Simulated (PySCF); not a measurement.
Be(Me)(SMe), C2H6BeS, SMILES [CH3][Be][S]C (CAM-B3LYP/def2-SVP optimised geometry):

```
10

Be    -0.097     0.627     0.000
C     -1.767     0.652    -0.012
H     -2.158     1.661    -0.231
H     -2.190     0.359     0.965
H     -2.196    -0.029    -0.766
S      1.806     0.627     0.000
C      2.196    -0.680     1.231
H      1.800    -0.434     2.225
H      3.290    -0.734     1.300
H      1.821    -1.661     0.915
```

Calculation: CAM-B3LYP/def2-TZVP run with PySCF.

Problem. What are the frontier orbital energies and the dipole moment?

Solution. HOMO-2 -10.27 eV, HOMO-1 -9.41 eV, HOMO -8.22 eV, LUMO 0.40 eV, LUMO+1 0.59 eV; dipole moment 1.45 D.

On the same geometry PySCF with PBE/def2-TZVP gives HOMO-2 -7.42 eV, HOMO-1 -6.79 eV, HOMO -5.74 eV, LUMO -1.44 eV, LUMO+1 -0.57 eV; dipole moment 1.43 D.

Meta-Löwdin charges at CAM-B3LYP/def2-TZVP: Be1 1.21, C2 -0.95, H3 0.12, H4 0.12, H5 0.12, S6 -0.61, C7 -0.38, H8 0.12, H9 0.13, H10 0.12.
